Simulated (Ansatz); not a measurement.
C4H5ClGeO2: where a starting geometry ends

The starting geometry of this gas-phase singlet was optimised with GFN2-xTB; its bonds are those of `O=C1CC=[C]([GeH2][Cl])O1`.

```csv
atom,x (Å),y (Å),z (Å)
C,-0.4505,0.5506,0.3565
C,0.7988,1.3508,0.6860
C,1.8690,0.3274,0.5056
C,1.3051,-0.8217,0.1402
Cl,2.0861,-2.6914,-2.4235
Ge,1.9256,-2.6120,-0.3405
O,-1.5900,0.9072,0.3581
O,-0.0712,-0.7145,0.0425
H,0.8932,2.2005,0.0067
H,0.7411,1.7476,1.7014
H,2.9171,0.5018,0.6505
H,0.9051,-3.6105,0.1224
H,3.2813,-2.8726,0.2672
```

**Question.** Predict what it relaxes into with B3LYP-D3(BJ)/def2-SVP.

**Answer.** It keeps its bonds, and is `O=C1CC=[C]([GeH2][Cl])O1`.

The energy falls by 0.15 eV over 13 steps:

| step | E − E(last) (eV) |
| --- | --- |
| 1 | 0.151 |
| 2 | 0.026 |
| 4 | 0.008 |
| 5 | 0.004 |
| 6 | 0.003 |
| 8 | 0.001 |
| 9 | 0.000 |
| 10 | 0.000 |
| 12 | 0.000 |
| 13 | 0.000 |

Final geometry (Å):

```xyz
13

C    -0.4767    0.6359    0.2887
C     0.8107    1.3322    0.7267
C     1.8386    0.2538    0.5655
C     1.2199   -0.8478    0.1094
Cl    1.9001   -2.8361   -2.4886
Ge    1.9511   -2.5933   -0.3252
O    -1.5934    1.0464    0.2325
O    -0.1445   -0.6631   -0.0660
H     0.9836    2.2179    0.0914
H     0.6966    1.7039    1.7594
H     2.9036    0.3448    0.7720
H     1.1014   -3.7156    0.2839
H     3.4197   -2.6157    0.1234
```

No frequencies were run, so the end isn't proven a minimum. Run with Ansatz 0.2.0, 42 s on 4 threads of Arm Neoverse V1 (shared host).
